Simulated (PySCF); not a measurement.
# Radial density of He⁺ (helium, charge +1)

UHF, 2p1, 2P determinant (an excited configuration). Computed with PySCF 2.14 in aug-cc-pVDZ (3s2p, 9 functions), with the non-relativistic Hamiltonian (point nucleus).

```
r (bohr)  4πr²ρ (e/bohr)  4πr²(ρα − ρβ)
  0.0731       2.680e-05         0.0000
   0.123       0.0002113         0.0002
   0.207        0.001622         0.0016
   0.348         0.01154         0.0115
   0.585         0.06741         0.0674
   0.985          0.2527         0.2527
    1.66          0.4948         0.4948
    2.79          0.2937         0.2937
    4.69        0.002099         0.0021
```

The outer electron is Rydberg-like, and this basis confines it to a smaller radius and binds it less than a complete one would.
